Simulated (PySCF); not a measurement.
# Stretching one bond of AlClFH

Calculated results; nothing here was measured. The program is PySCF 2.14.0, an open-source quantum chemistry code, run on an isolated molecule that a program drew, which may never have been made. The molecule is AlClFH (charge 0, singlet), drawn as the SMILES string `[F][AlH][Cl]`.

The structure below is the HF double-zeta minimum with every atom moved a little at random, so it isn't optimised. Bond Al2-Cl3 is then set to each length in the table by shifting atom 3 along it, with nothing else relaxed.
```xyz
4
AlClFH, angstrom
F    -0.8495   -0.7467    2.2794
Al   -0.3743   -1.3776    0.5838
Cl   -2.0053   -1.7296   -0.7048
H     1.1210   -1.5484    0.2294
```

E is the energy above the same method's energy at the HF double-zeta minimum. IE is the energy to remove one electron at fixed geometry, to the doublet state of charge +1, as a difference of total energies. The basis family is cc-pV(n+d)Z, with UHF for radicals and no spin-orbit coupling. Best is HF at quadruple zeta, plus MP2 correlation extrapolated from triple and quadruple zeta, plus CCSD(T) minus MP2 at triple zeta, with a frozen core. The other columns are at triple zeta.

| bond (Å) | E r2SCAN (kcal/mol) | E wB97X (kcal/mol) | E CCSD(T) (kcal/mol) | E best (kcal/mol) | IE r2SCAN (eV) | IE wB97X (eV) | IE CCSD(T) (eV) | IE best (eV) | T1 |
|---|---|---|---|---|---|---|---|---|---|
| 2.1082 | 12.49 | 12.54 | 12.54 | 12.57 | 11.899 | 12.410 | 12.341 | 12.571 | 0.013 |
| 2.1312 | 12.89 | 13.00 | 12.90 | 12.99 | 11.883 | 12.362 | 12.283 | 12.513 | 0.013 |
| 2.5522 | ? | ? | ? | ? | ? | ? | ? | ? | ? |
| 2.5832 | 39.77 | 41.16 | 40.19 | 40.75 | 11.207 | 11.221 | 11.113 | 11.352 | 0.014 |
| 2.6042 | 41.36 | 42.83 | 41.85 | 42.39 | 11.166 | 11.169 | 11.063 | 11.302 | 0.014 |
| 2.6222 | 42.73 | 44.26 | 43.27 | 43.80 | 11.130 | 11.125 | 11.020 | 11.260 | 0.014 |

T1 is the CCSD diagnostic of the starting molecule.

**Estimate the best E and IE at 2.5522 Å from the other rows.**

A least-squares cubic in the inverse of the bond length through the other values of E best gives 38.34 kcal/mol there. A least-squares quadratic in the bond length through IE best gives 11.429 eV. The calculation gives 38.34 kcal/mol and 11.427 eV, so the fits miss by 0.00 kcal/mol and 0.002 eV. The same recipe one zeta lower moves these two values by 1.95 kcal/mol and 0.09 eV, a gauge of their own error. The rest of the row: E is 37.43 (r2SCAN), 38.72 (wB97X), 37.77 (CCSD(T)); IE is 11.267 (r2SCAN), 11.298 (wB97X), 11.189 (CCSD(T)); T1 is 0.014.
